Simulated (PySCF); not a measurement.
**NMR problem set**

A single conformation, equivalent nuclei averaged, no relativistic terms, no solvent. Coordinates at the GFN2-xTB level; shielding tensors at PBE0/pcSseg-1 (GIAO); PySCF.

Referencing at the same level of theory: $^{1}$H (31.72 ppm), $^{13}$C (186.93 ppm) vs TMS. Where no couplings were computed, multiplicities follow the n + 1 count of equivalent neighbours, and m marks all less simple cases (inequivalent or close neighbours, rings, F or P nearby). Shifts are as computed. Against solution values, carbons near 30 ppm lie about +3 ppm off and those near 130 ppm about +5 ppm. Of 1309 compounds with measured shifts, 239 miss one by over three times the rms of a fit or turn the order of signals round; such compounds aren't used in these exercises. OH and NH positions are gas-phase values without hydrogen bonding to other molecules.

Question: C3H15NSi3. $^{1}$H NMR (600 MHz, computed): δ 3.38 (s, 6H), 2.49 (s, 6H), 0.53 (s, 3H). $^{13}$C{$^{1}$H} NMR (computed): δ 42.2 (CH3), 1.7 (CH3). Give a structure.

Answer: SMILES [Si](N(C)C)(C)([SiH3])[SiH3]. Rings plus π bonds: 0. 2 carbon signals for 3 carbons: some carbons are equivalent by symmetry or fast rotation. Carbon types of the structure: 3 × CH3, leaving 6 H on heteroatoms. δC 42.2: methyl carbon bonded to N; the inductive effect lowers its shielding. δC 1.7: methyl carbon bonded to Si; an electropositive neighbour leaves it electron-rich and shielded. δH 2.49: hydrogen on a methyl carbon bonded to N; its carbon carries N, which withdraws density. δH 0.53: hydrogen on a methyl carbon bonded to Si; an electropositive neighbour shields it, as in TMS itself.

The data come from this structure; uniqueness wasn't tested.

Question: C4H13NSi2. $^{1}$H NMR (300 MHz, computed): δ 5.22 (q, 1H), 4.23 (s, 3H), 4.16 (d, 3H), 2.84 (s, 6H). $^{13}$C{$^{1}$H} NMR (computed): δ 175.3 (C), 115.3 (CH), 45.8 (CH3). What is it?

Answer: `InChI=1S/C4H13NSi2/c1-5(2)4(7)3-6/h3H,1-2,6-7H3/b4-3+`. The formula gives 1 degree of unsaturation (no ring in the answer). 3 carbon signals for 4 carbons: some carbons are equivalent by symmetry or fast rotation. Carbon types of the structure: 1 × C, 1 × CH, 2 × CH3, leaving 6 H on heteroatoms. δC 175.3: alkene carbon bearing nitrogen; an sp2 carbon further deshielded by the attached heteroatom. δC 115.3: β carbon of an enol-ether or enamine type C=C. δC 45.8: methyl carbon bonded to N; the inductive effect lowers its shielding. δH 5.22: hydrogen on a β carbon of an enol-ether or enamine type C=C; attached to an sp2 carbon and in the plane of the double bond.

The data come from this structure; uniqueness wasn't tested.

Question: C4H13NSi2. $^{1}$H NMR (600 MHz, computed): δ 5.98 (br s, 1H), 5.56 (br s, 1H), 3.27 (s, 3H), 2.15 (s, 3H), 0.33 (s, 3H), -0.03 (br s, 2H). $^{13}$C{$^{1}$H} NMR (computed): δ 159.1, 134.3, 25.0, 1.1. Identify the compound.

Answer: `N[Si@@](C(=C)C)(C)[SiH3]`. Rings plus π bonds: 1 (no ring in the answer). 4 carbon signals for 4 carbons: no two carbons are equivalent. Carbon types of the structure: 1 × C, 1 × CH2, 2 × CH3, leaving 5 H on heteroatoms. δC 159.1: fully substituted alkene carbon; an sp2 carbon of a C=C bond. δC 134.3: terminal =CH2 carbon; an sp2 carbon of a C=C bond. δC 1.1: methyl carbon bonded to Si; an electropositive neighbour leaves it electron-rich and shielded. δH 0.33: hydrogen on a methyl carbon bonded to Si; an electropositive neighbour shields it, as in TMS itself.

This is the structure that produced the data.
